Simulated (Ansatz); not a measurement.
Ideal-gas functions of Cl2HInS, SMILES `[SH][In]([Cl])[Cl]` at 600 K and 1 bar, from an Ansatz frequency run at PBE0-D4/def2-TZVP.

Molar mass 218.8 g/mol, point group Cs (symmetry number 1), electronic degeneracy 1, moments of inertia 274.564, 287.359, 561.923 u Å². Harmonic wavenumbers (cm⁻¹, unscaled): 78, 92, 99, 243, 339, 385, 392, 701, 2705.

Use S(trans) = R[1.5 ln M + 2.5 ln T − 1.1517]; rotational temperatures θ = 24.2544 K / I; S(rot) = R[ln(√π/σ · √(T³/θAθBθC)) + 1.5]; for each mode x = 1.438777 ν̃/T, S = R[x/(eˣ − 1) − ln(1 − e⁻ˣ)] and H = RT x/(eˣ − 1); 1 cm⁻¹ = 0.0119627 kJ/mol; R = 8.31446 J/(mol·K).

Question: By hand: the entropy, in J/(mol·K).

Answer: Translation 190.6. Rotation: θ = 0.0883, 0.0844, 0.0432 K, giving 130.4. Vibration, mode by mode: 22.27, 20.90, 20.29, 12.92, 10.26, 9.27, 9.13, 4.91, 0.09, in all 110.0. Electronic 0.0. Sum 431.0 J/(mol·K).

Question: By hand: H − E and G − E in kJ/mol, counted from the electronic energy.

Answer: Zero-point energy ½ × 5034 × 0.0119627 = 30.1; thermal vibration 28.3; translation, rotation and pV give 4 RT = 20.0. H − E = 78.4 kJ/mol, and G − E = 78.4 − 600 × 431.0/1000 = -180.2 kJ/mol.

Vibration gives 26 % of the entropy, 63.5 J/(mol·K) of it from the modes under 150 cm⁻¹: soft modes count most, and the harmonic formula is weakest for them. The sum counts one conformer and one mirror image; others add a mixing term.
